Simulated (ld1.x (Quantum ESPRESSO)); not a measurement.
## Configuration tests for Mg (TM semilocal)

magnesium (Mg), norm-conserving Troullier–Martins (semilocal form), made with ld1.x (Quantum ESPRESSO) 7.5 (LDA (PZ), scalar-relativistic). Core [He], reference 2s2 2p6 3s2 3p0. Waves: 2p (bound): rc 1.05 bohr; 3d channel at -0.1 Ry: rc 0.85 bohr; 2s (bound): rc 0.70 bohr. Local part: the s channel. Core correction: none.

Occupied shells without a wave of their own: 3s. They enter only through the test configuration that unscreens the potential.

Energies are relative to the spin-unpolarised reference configuration 2s2 2p6 3s2 3p0; without spin polarisation the order of configurations can differ from experiment. Spin-polarised rows fill each open shell by Hund’s rule, majority spin first. The frozen-core shift is the all-electron ΔE with the core orbitals held at their reference shape minus the fully relaxed ΔE.

(1) Give the all-electron excitation energy and the error of the potential for: 2s2 2p6 3s1 3p0; 2s2 2p6 3s0 3p0; 2s2 2p6 3s1.5 3p0; 2s2 2p5 3s2 3p0; 2s1 2p6 3s2 3p0; 2s2 2p6 3s0 3p2; 2s2 2p6 3s1 3p1; 2s2 2p6 3s1 3p0 (spin-polarised); 2s2 2p6 3s1.5 3p0 (spin-polarised).

Levels in the configuration 2s2 2p6 3s0 3p2:

```
level  all-electron (eV)  pseudo (eV)
   2s            -83.174      -83.463
   2p            -50.569      -50.868
   3p             -2.700       -2.704
```

Answers

(1)

```json
{"valence configuration": "2s2 2p6 3s1 3p0", "charge": "+1", "ΔE all-electron (eV)": "8.074", "error AE − PS (meV)": "-32", "frozen-core shift (meV)": "0.0"}
{"valence configuration": "2s2 2p6 3s0 3p0", "charge": "+2", "ΔE all-electron (eV)": "23.122", "error AE − PS (meV)": "-88", "frozen-core shift (meV)": "0.0"}
{"valence configuration": "2s2 2p6 3s1.5 3p0", "charge": "+0.5", "ΔE all-electron (eV)": "3.192", "error AE − PS (meV)": "-13", "frozen-core shift (meV)": "0.0"}
{"valence configuration": "2s2 2p5 3s2 3p0", "charge": "+1", "ΔE all-electron (eV)": "58.645", "error AE − PS (meV)": "+99", "frozen-core shift (meV)": "+0.4"}
{"valence configuration": "2s1 2p6 3s2 3p0", "charge": "+1", "ΔE all-electron (eV)": "90.908", "error AE − PS (meV)": "-124", "frozen-core shift (meV)": "+1.3"}
{"valence configuration": "2s2 2p6 3s0 3p2", "charge": "0", "ΔE all-electron (eV)": "7.269", "error AE − PS (meV)": "-180", "frozen-core shift (meV)": "0.0"}
{"valence configuration": "2s2 2p6 3s1 3p1", "charge": "0", "ΔE all-electron (eV)": "3.523", "error AE − PS (meV)": "-76", "frozen-core shift (meV)": "0.0"}
{"valence configuration": "2s2 2p6 3s1 3p0 (spin-polarised)", "charge": "+1", "ΔE all-electron (eV)": "7.753", "error AE − PS (meV)": "-31", "frozen-core shift (meV)": "0.0"}
{"valence configuration": "2s2 2p6 3s1.5 3p0 (spin-polarised)", "charge": "+0.5", "ΔE all-electron (eV)": "3.135", "error AE − PS (meV)": "-13", "frozen-core shift (meV)": "0.0"}
```
